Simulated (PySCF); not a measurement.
H₃O₂ (SMILES O[OH2+]), charge +1, singlet, at a GFN2-xTB geometry; MP2/aug-cc-pVDZ run with PySCF.

Input for PySCF:
```python
from pyscf import gto, scf, mp

mol = gto.Mole()
mol.atom = '''
    O     0.13464923    0.56165021   -0.32045018
    O    -0.15653641   -0.64820873    0.35880197
    H     1.08363793    0.77080803   -0.07973702
    H    -0.42483443   -1.31694617   -0.30866757
    H    -0.48370607    1.23860633    0.08159027
'''
mol.basis = 'aug-cc-pvdz'
mol.charge = 1
mol.verbose = 4
mol.max_memory = 1800
mol.build()

mf = scf.RHF(mol)
mf.kernel()

pt = mp.MP2(mf, frozen=2)
pt.kernel()
print('E(MP2) = %.10f' % pt.e_tot)
```

The log (banner, timings and long lists left out):

```
PySCF version 2.14.0

[INPUT] verbose = 4
[INPUT] num. atoms = 5
[INPUT] num. electrons = 18
[INPUT] charge = 1
[INPUT] spin (= nelec alpha-beta = 2S) = 0
[INPUT] symmetry False subgroup None
[INPUT] Mole.unit = angstrom
[INPUT] Symbol           X                Y                Z      unit          X                Y                Z       unit  Magmom
[INPUT]  1 O      0.134649230000   0.561650210000  -0.320450180000 AA    0.254450167584   1.061365074704  -0.605563076768 Bohr   0.0
[INPUT]  2 O     -0.156536410000  -0.648208730000   0.358801970000 AA   -0.295810943423  -1.224936971252   0.678037456254 Bohr   0.0
[INPUT]  3 H      1.083637930000   0.770808030000  -0.079737020000 AA    2.047778905891   1.456616071316  -0.150681129789 Bohr   0.0
[INPUT]  4 H     -0.424834430000  -1.316946170000  -0.308667570000 AA   -0.802820720986  -2.488667582095  -0.583297170835 Bohr   0.0
[INPUT]  5 H     -0.483706070000   1.238606330000   0.081590270000 AA   -0.914071997090   2.340626739853   0.154183264729 Bohr   0.0

nuclear repulsion = 43.9227344203202
number of shells = 31
number of NR pGTOs = 103
number of NR cGTOs = 73
basis = aug-cc-pvdz
ecp = {}

******** <class 'pyscf.scf.hf.RHF'> ********
method = RHF
initial guess = minao
damping factor = 0
level_shift factor = 0
DIIS = <class 'pyscf.scf.diis.CDIIS'>
diis_start_cycle = 1
diis_space = 8
diis_damp = 0
SCF conv_tol = 1e-09
SCF conv_tol_grad = None
SCF max_cycles = 50
direct_scf = True
direct_scf_tol = 1e-13
Set gradient conv threshold to 3.16228e-05
Initial guess from minao.
init E= -151.463521088129
  HOMO = -0.412042945392488  LUMO = -0.0311611069310205  gap/eV = 10.36432
cycle= 1 E= -150.99832057638  delta_E= 0.465  |g|= 0.53  |ddm|= 2.07
  HOMO = -0.831469659592945  LUMO = -0.193655000123188  gap/eV = 17.35582
cycle= 2 E= -151.054221356016  delta_E= -0.0559  |g|= 0.301  |ddm|= 0.648
  HOMO = -0.837137471932793  LUMO = -0.162727884807854  gap/eV = 18.35162
cycle= 3 E= -151.068498225595  delta_E= -0.0143  |g|= 0.0566  |ddm|= 0.166
  HOMO = -0.824788436869176  LUMO = -0.157080175302811  gap/eV = 18.16927
cycle= 4 E= -151.069483754761  delta_E= -0.000986  |g|= 0.021  |ddm|= 0.0574
  HOMO = -0.833127464740709  LUMO = -0.156253533680308  gap/eV = 18.41868
cycle= 5 E= -151.069637666596  delta_E= -0.000154  |g|= 0.00775  |ddm|= 0.0222
  HOMO = -0.832661467277246  LUMO = -0.15563559864604  gap/eV = 18.42281
cycle= 6 E= -151.069677831011  delta_E= -4.02e-05  |g|= 0.00288  |ddm|= 0.0146
  HOMO = -0.833833391085223  LUMO = -0.155470647093167  gap/eV = 18.45919
cycle= 7 E= -151.069684150664  delta_E= -6.32e-06  |g|= 0.000695  |ddm|= 0.00738
  HOMO = -0.833882339163604  LUMO = -0.155434372918493  gap/eV = 18.46151
cycle= 8 E= -151.069684585505  delta_E= -4.35e-07  |g|= 0.000232  |ddm|= 0.00165
  HOMO = -0.833892488290711  LUMO = -0.155430622357839  gap/eV = 18.46189
cycle= 9 E= -151.069684640754  delta_E= -5.52e-08  |g|= 5.38e-05  |ddm|= 0.000631
  HOMO = -0.833887674092987  LUMO = -0.155432423672743  gap/eV = 18.46171
cycle= 10 E= -151.069684643273  delta_E= -2.52e-09  |g|= 1.09e-05  |ddm|= 0.000142
  HOMO = -0.833888515681717  LUMO = -0.155433008309667  gap/eV = 18.46171
cycle= 11 E= -151.069684643355  delta_E= -8.22e-11  |g|= 2.52e-06  |ddm|= 2.72e-05
  HOMO = -0.833888394737947  LUMO = -0.155433077332252  gap/eV = 18.46171
Extra cycle  E= -151.069684643359  delta_E= -4.06e-12  |g|= 1.16e-06  |ddm|= 4.72e-06
converged SCF energy = -151.069684643359

******** <class 'pyscf.mp.mp2.RMP2'> ********
nocc = 7, nmo = 71
frozen orbitals 2
E(RMP2) = -151.474741365327  E_corr = -0.405056721968103
E(SCS-RMP2) = -151.466994681152  E_corr = -0.397310037792959
E_corr(same-spin) = -0.102413109887036
E_corr(oppo-spin) = -0.302643612081067
E(MP2) = -151.4747413653
```
